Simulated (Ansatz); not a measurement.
Basis-set extrapolation for C2H5BCl2, SMILES `CC(Cl)BCl` (PBE0-D4/def2-TZVP geometry, frozen core, Ansatz 0.2.0). Multiplicity 1, RHF reference.

```json
{"": "HF", "def2-TZVPP": "-1022.431851", "def2-QZVPP": "-1022.461806"}
{"": "MP2 correlation", "def2-TZVPP": "-0.826102", "def2-QZVPP": "-0.893244"}
{"": "CCSD(T) correlation", "def2-TZVPP": "-0.922566", "def2-QZVPP": "not run"}
```

Energies in hartree. Use E(X) = E(∞) + A·exp(−7.88·√X) for Hartree–Fock and E(X) = E(∞) + B·X^(−2.97) for correlation, with X = 3 and 4, and add CCSD(T) minus MP2 of the smaller set to the MP2 limit.

Problem. What is the CCSD(T) energy at the basis-set limit?

Solution. HF limit: -1022.461806 + (-0.029955) × 0.13774 = -1022.46593. MP2 limit: -0.893244 + (-0.067142) × 0.74074 = -0.94298. Higher-order term: -0.922566 − (-0.826102) = -0.09646. Total: -1023.50537 hartree, 4.11 eV below CCSD(T)/def2-TZVPP.
